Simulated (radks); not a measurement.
Numerical settings for the zirconium ion Zr28+, [Ne] 3s2. Calculated with a radial shooting solver on a logarithmic mesh with Libxc functionals: scalar-relativistic Kohn-Sham, PBE, spin-polarised, spherical densities, finite nucleus; Fermi nuclear charge, rms radius 4.2694 fm. The defaults (mesh step 0.008 in ln r, mesh end at 40 bohr or more with all orbitals vanishing there, Anderson mixing 0.5 over 9 steps, residual threshold near 1e-9 with the energy settled to 1e-9 hartree or 1e-11 of itself, here a cap of 96 iterations) give E = -3032.8015 hartree and 3s at -1499.7 eV in 14 iterations. Run on one thread of a shared host, so times are rough (Intel(R) Xeon(R) Platinum 8488C): 0.1 s of CPU time, 0.1 s wall, 14 iterations on 2189 mesh points. Changes against that run (0 stands for a change within the tolerance of the run):

setting                     iterations  converged  E (mhartree)  e(3s) (meV)  CPU (s)
mesh step in ln r 0.03              14        yes     +0.000846      +0.0127     0.03
mesh step in ln r 0.2               96         no     -7.09e+06    -3.43e+06     0.08
mesh step in ln r 0.12              96         no      diverged            -     0.23
mesh end (bohr) 400                 14        yes             0            0      0.1
mesh end (bohr) 1                   14        yes         +59.9    +1.02e+03     0.09
residual threshold 1e-13            96         no             0            0     0.36
residual threshold 0.001             8        yes             0       -0.156     0.07
mixing 0.05                         25        yes             0            0     0.15
linear mixing, mixing 0.2           96        yes             0            0     0.54
linear mixing, mixing 0.05          96         no         -1.82    -2.08e+03     0.65
mixing history 2                    28        yes             0            0     0.16
iteration cap 8                      8         no             0       -0.116     0.06

Settings that end as converged yet miss the energy by more than 1 mhartree: mesh end (bohr) 1 (+0.0599 hartree). A mesh that ends early acts as a hard wall.
